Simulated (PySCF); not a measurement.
Harmonic spectrum computed at PBE0 in the def2-TZVP basis family (core potentials from Rb on, PySCF, no spin–orbit coupling):

| symmetry | ω (cm⁻¹) | IR (km/mol, summed over degenerate members) |
| --- | --- | --- |
| a1 | 165 | 69.8 |
| e | 220 | 17.8 |
| a1 | 832 | 20.8 |
| e | 914 | 534 |

**Question.** Which molecule gave it? In each, all ligands are bound to the one heavy central atom.
A. TeF₃⁺ (singlet)
B. ZrF₃⁺ (singlet)
C. TiF₃⁺ (singlet)
D. CF₃⁺ (singlet)

**Answer.** C. It has C3v symmetry with Ti–F 1.687 Å (×3).
